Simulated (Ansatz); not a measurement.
Consider the formal hydrolysis of the Al–F bond: `[F][Al]([Cl])[O][SiH3]` + H₂O → `[OH][Al]([Cl])[O][SiH3]` + H–F.

Computed with Ansatz on PBE0-D4/def2-TZVP structures; ΔE is electronic, products minus reactants. CBS: MP2 limit from def2 TZ/QZ plus the TZ coupled-cluster correction, frozen cores. This one scheme is used for every species. DFT in def2-TZVPP. B3LYP here is the variant with VWN-RPA as its local correlation; programs differ in this. One conformer a species, not always the lowest.

```csv
level,ΔE (kcal/mol),difference from CCSD(T)/CBS
BLYP-D4,10.7,-0.1
r2SCAN-D4,10.7,-0.1
B3LYP-D4,10.7,-0.1
r2SCAN0-D4,10.6,-0.2
CAM-B3LYP-D4,10.8,0.0
B2PLYP,10.9,0.1
PBE-QIDH,10.3,-0.5
revPBE,11.0,0.2
BLYP,11.5,0.7
PBE0,10.5,-0.3
LC-ωPBE,10.9,0.1
SCS-MP2/def2-TZVPP,10.4,-0.4
CCSD(T)/def2-TZVPP,10.3,-0.5
HF/def2-QZVPP,12.4,1.6
HF/CBS(def2),12.5,1.7
CCSD/CBS(def2),11.1,0.3
CCSD(T)/CBS,10.8,0
```

Largest T1 diagnostic among the species: 0.011.

In def2-TZVPP, CCSD(T) changes the Hartree–Fock value by −1.7 kcal/mol (the triples alone add −0.3 kcal/mol) and MP2 by −2.0 kcal/mol. Leaving LDA and LC-ωPBE aside and taking each functional with its dispersion term where it has one, the values, not all of them listed here, spread over 1.3 kcal/mol, from revPBE-D4 to B97M-V. LDA lies −1.3 kcal/mol from PBE without D4.

CCSD(T)/CBS has its own doubt, a few kJ/mol and more with outer-core shells, so smaller differences from it don't rank the levels.
